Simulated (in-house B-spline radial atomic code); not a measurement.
Values are calculated unless marked as measured or tabulated.
Sn in an electron gas of r_s = 3: phase shifts, screening, friction and resistivity

A nucleus sits in a uniform electron gas with a rigid positive background. The Kohn-Sham equations are solved self-consistently in the spin-unpolarised LDA (PW92), non-relativistic, on B-splines with outgoing waves at the boundary and partial waves to l = 8. The model has no lattice, no bands and no magnetic solution. Atomic units; δ_l are the phase shifts at the Fermi level, counted so that each bound state adds π, and good to about 0.0005.

The density parameter is r_s = 3 bohr, near that of the valence electrons of Ag (1 per atom, density 10.5 g/cm³, mass 107.87 u, which gives r_s = 3.02).

```
l  δ_l (rad)
0    13.6823
1    10.8284
2     6.4341
3     0.0263
4     0.0024
5     0.0002
6     0.0002
7     0.0002
8     0.0002
```

Bound levels below the band bottom (hartree): d -17.33, s -4.225, p -2.891, d -0.6867, s -0.1067 and deeper ones.

(1) Check the Friedel sum rule, and say where the screening charge sits.

(2) Find the transport cross section and the electronic stopping of a 5 keV Sn ion (mass 118.71 u).

(3) What residual resistivity would 1 atomic per cent of such centres give in Ag?

(4) On a substitutional site the background of one host ion, a sphere holding 1 charge, is taken out. The phase shifts for l = 0 to 4 become 13.5567, 10.5124, 6.3532, 0.0139, 0.0015. What follows?

Answers

(1) k_F = (9π/4)^(1/3)/r_s = 0.63972. The rule is Z = (2/π) Σ (2l + 1) δ_l. The terms are s 8.710, p 20.681, d 20.480, f 0.117 and 0.021 beyond, in all 50.010 against Z = 50. Bound states hold 10 s, 18 p, 20 d electrons, so the scattering states carry 2.01 in all; where a term is smaller than its bound count, the bound level has drawn weight out of the band.

(2) σ_tr = (4π/k_F²) Σ (l + 1) sin²(δ_l − δ_(l+1)). The terms for l = 0 to 3 are 0.0805, 1.8044, 0.0463, 0.0023, all together 1.9335, so σ_tr = 30.707 × 1.9335 = 59.372 bohr². With n = 3/(4π r_s³) = 0.008842, the friction coefficient is Q = n k_F σ_tr = 0.3358. For v well below v_F = 0.640, dE/dx = Q v; with 24801 eV per u at v = 1, v = √(5000/(24801 × 118.71)) = 0.0412, so dE/dx = 0.01384 hartree/bohr = 7.12 eV/nm. The largest term couples the p and d waves.

(3) Δρ = k_F n_i σ_tr/n in atomic units of 21.74 μΩ·cm. With one host atom per 1 electron, n_i/n = 0.01/1, so Δρ = 0.6397 × 0.01000 × 59.372 × 21.74 = 8.26 μΩ·cm. This is an atom added to the gas, as on an interstitial site.

(4) The Friedel sum is now 49.00, for Z − 1 = 49. The sum in σ_tr is 1.4674, so σ_tr = 45.06 bohr² and Δρ = 6.27 μΩ·cm per atomic per cent, 0.76 times the value above. A real host ion scatters too, so this model doesn't give zero even for the host's own atom.
